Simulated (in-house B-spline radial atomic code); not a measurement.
## V⁺: [Ar] 3d4

All numbers are computed (non-relativistic r2SCAN0, spin-polarised, spherical fractional occupations; point nucleus) with an all-electron radial atomic-structure program (B-spline basis), not measured.

Effective charges: Z_r = [3n² - l(l+1)]/(2<r>) from the radius, Z_e = n√(-2ε) from the energy, and Slater's rules. Values are occupation-weighted means over spin.

| shell | electrons | ε (eV) | <r> (bohr) | Z_r | Z_e | Slater |
| --- | --- | --- | --- | --- | --- | --- |
| 1s | 2 | -5382.9 | 0.06704 | 22.37 | 19.89 | 22.70 |
| 2s | 2 | -616.08 | 0.3098 | 19.37 | 13.46 | 18.85 |
| 2p | 6 | -518.31 | 0.2746 | 18.21 | 12.34 | 18.85 |
| 3s | 2 | -77.478 | 0.9649 | 13.99 | 7.16 | 11.75 |
| 3p | 6 | -50.127 | 1.035 | 12.08 | 5.76 | 11.75 |
| 3d | 4 | -10.943 | 1.491 | 7.04 | 2.69 | 3.95 |

The least bound orbital is 3d up at -10.94 eV, and it is also the most diffuse (<r> = 1.491 bohr).

Caution: exact exchange at fractional occupations of open shells leaves self-interaction of up to several eV.
